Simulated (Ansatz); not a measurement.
`C/N=C\F` and `C/N=C\[Se][AlH2]` differ in one atom or group.

Ansatz, PBE0-D4/def2-TZVP geometries, multiplicity 1. Each molecule was computed in one conformer, which needn't be the lowest.

Scalar relativity is left out up to krypton.

```csv
property,`C/N=C\F`
HOMO energy (PBE0/def2-TZVPP) / eV,-8.07
HOMO energy (ωB97M-V/def2-TZVPP) / eV,-10.46
HOMO–LUMO gap (PBE/def2-TZVPP) / eV,5.51
LUMO energy (ωB97M-V/def2-TZVPP) / eV,2.37
size of the dipole moment (PBE/def2-TZVPP) / D,0.32
LUMO energy (PBE0/def2-TZVPP) / eV,0.12
```

Question: What does the change do to each property? (Best estimate.)

Answer: The calculation gave: 
```
                                      property  `C/N=C\[Se][AlH2]`  shift
            HOMO energy (PBE0/def2-TZVPP) / eV               -7.16   0.91
         HOMO energy (ωB97M-V/def2-TZVPP) / eV               -9.27   1.19
           HOMO–LUMO gap (PBE/def2-TZVPP) / eV                3.69  -1.82
         LUMO energy (ωB97M-V/def2-TZVPP) / eV                0.04  -2.33
size of the dipole moment (PBE/def2-TZVPP) / D                0.75   0.43
            LUMO energy (PBE0/def2-TZVPP) / eV               -1.56  -1.68
```

With PBE0 the HOMO rises by 0.91 eV and the LUMO falls by 1.68 eV, so the gap narrows by about 2.59 eV. PBE moves the HOMO by 0.54 eV and ωB97M-V by 1.19 eV. Dipoles are sizes alone; their direction can turn.

Spin–orbit coupling is left out; it splits and shifts lone-pair levels of the heavy atoms by tenths of an eV.
